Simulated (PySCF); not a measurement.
A structure optimised at PBE0-D3(BJ)/def2-SVP, used in a PySCF frequency run:

```xyz
8

F      1.0787    -0.6228     1.2181
C      0.0000     0.0000     0.7708
F      0.0000     1.2456     1.2181
F     -1.0787    -0.6228     1.2181
C      0.0000     0.0000    -0.7708
F      1.0787     0.6228    -1.2181
F      0.0000    -1.2456    -1.2181
F     -1.0787     0.6228    -1.2181
```
Charge 0, spin multiplicity 1.

**Question.** Write its SMILES, formula and point group.

**Answer.** FC(F)(F)C(F)(F)F, C2F6, D3d

**Question.** What are its rotational constants (standard atomic weights)?

**Answer.** 2.8574, 1.8592, 1.8592 GHz
